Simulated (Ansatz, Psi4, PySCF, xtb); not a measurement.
Complex: N2 (SMILES N#N) (first 2 atoms) with GeH4 (SMILES [GeH4]); geometry from B3LYP-D3(BJ)/def2-TZVP, rigid monomers moved along the line of their centres of mass till N1···Ge3 is 5.04 Å.
(charge 0, multiplicity 1):
```csv
atom,x (Å),y (Å),z (Å)
N,-0.4404,0.5123,0.1420
N,-0.1151,1.1897,-0.6487
Ge,0.2479,-0.7653,4.9714
H,1.4723,-0.1572,4.2714
H,0.5814,-1.0183,6.4499
H,-0.1231,-2.0925,4.2952
H,-0.9334,0.2106,4.8741
```

```json
[
 {"level": "GFN-FF", "interaction energy (kcal/mol)": "-0.14", "minus CCSD(T)/CBS(aug-cc-pVDZ, aug-cc-pVTZ)": "0.01", "cost": "-"},
 {"level": "GFN1-xTB", "interaction energy (kcal/mol)": "-1.48", "minus CCSD(T)/CBS(aug-cc-pVDZ, aug-cc-pVTZ)": "-1.33", "cost": "-"},
 {"level": "GFN2-xTB", "interaction energy (kcal/mol)": "-0.23", "minus CCSD(T)/CBS(aug-cc-pVDZ, aug-cc-pVTZ)": "-0.08", "cost": "-"},
 {"level": "HF/6-31G* (no counterpoise)", "interaction energy (kcal/mol)": "-0.10", "minus CCSD(T)/CBS(aug-cc-pVDZ, aug-cc-pVTZ)": "0.05", "cost": "-"},
 {"level": "PBE-D4/def2-TZVPPD", "interaction energy (kcal/mol)": "-0.07", "minus CCSD(T)/CBS(aug-cc-pVDZ, aug-cc-pVTZ)": "0.08", "cost": "×1"},
 {"level": "B3LYP/6-31G* (no counterpoise)", "interaction energy (kcal/mol)": "-0.14", "minus CCSD(T)/CBS(aug-cc-pVDZ, aug-cc-pVTZ)": "0.01", "cost": "-"},
 {"level": "PBE0/def2-TZVPPD", "interaction energy (kcal/mol)": "-0.05", "minus CCSD(T)/CBS(aug-cc-pVDZ, aug-cc-pVTZ)": "0.10", "cost": "×2"},
 {"level": "wB97X-V/def2-TZVPPD", "interaction energy (kcal/mol)": "-0.15", "minus CCSD(T)/CBS(aug-cc-pVDZ, aug-cc-pVTZ)": "0.01", "cost": "×3"},
 {"level": "wB97M-V/def2-TZVPPD", "interaction energy (kcal/mol)": "-0.16", "minus CCSD(T)/CBS(aug-cc-pVDZ, aug-cc-pVTZ)": "-0.01", "cost": "×3"},
 {"level": "MP2/6-31G* (no counterpoise)", "interaction energy (kcal/mol)": "-0.25", "minus CCSD(T)/CBS(aug-cc-pVDZ, aug-cc-pVTZ)": "-0.10", "cost": "-"},
 {"level": "MP2/CBS(aug-cc-pVDZ, aug-cc-pVTZ)", "interaction energy (kcal/mol)": "-0.17", "minus CCSD(T)/CBS(aug-cc-pVDZ, aug-cc-pVTZ)": "-0.01", "cost": "-"},
 {"level": "CCSD/aug-cc-pVDZ", "interaction energy (kcal/mol)": "-0.13", "minus CCSD(T)/CBS(aug-cc-pVDZ, aug-cc-pVTZ)": "0.02", "cost": "-"},
 {"level": "CCSD(T)/CBS(aug-cc-pVDZ, aug-cc-pVTZ)", "interaction energy (kcal/mol)": "-0.15", "minus CCSD(T)/CBS(aug-cc-pVDZ, aug-cc-pVTZ)": "0.00", "cost": "×400*"},
 {"level": "SAPT0/aug-cc-pVDZ", "interaction energy (kcal/mol)": "-0.16", "minus CCSD(T)/CBS(aug-cc-pVDZ, aug-cc-pVTZ)": "-0.01", "cost": "-"}
]
```

 The comparison column counts from a level with limits of its own.

The rows run from -1.48 (GFN1-xTB) to -0.05 kcal/mol (PBE0/def2-TZVPPD). The 3 functionals in def2-TZVPPD without D3 or D4 span 0.10, from wB97M-V to PBE0.

Interaction energies are E(AB) − E(A) − E(B) at the monomers' geometry in the complex; basis-set methods are counterpoise corrected. Rows marked so take none.

Frozen-core correlation. Filled d and f shells under p-block atoms count as core. CBS: X⁻³ extrapolation of the correlation energy, Hartree–Fock from the larger set. Rows in 6-31G* carry no dispersion term and start afresh at each structure (6-31G* with six Cartesian d functions); the Pople sets are all-electron and without relativity. MP2/6-31G* freezes PySCF's default core, which leaves 3d correlated.

Codes used: Ansatz (Gaussian basis) for Hartree–Fock, density functionals and correlated methods; Psi4 for SAPT; PySCF for 6-31G* rows, the dispersion terms; xtb for the GFN methods. 

Costs are rough ratios of core time to PBE/def2-TZVPPD (about 3 s over the structures, on one shared machine); a dash marks a level with no comparable run of its own. A star marks coupled-cluster runs past 200 virtual orbitals, where the program's memory plan changes under this machine's limit, so their costs aren't comparable with smaller runs.

Ansatz is an electronic-structure program.
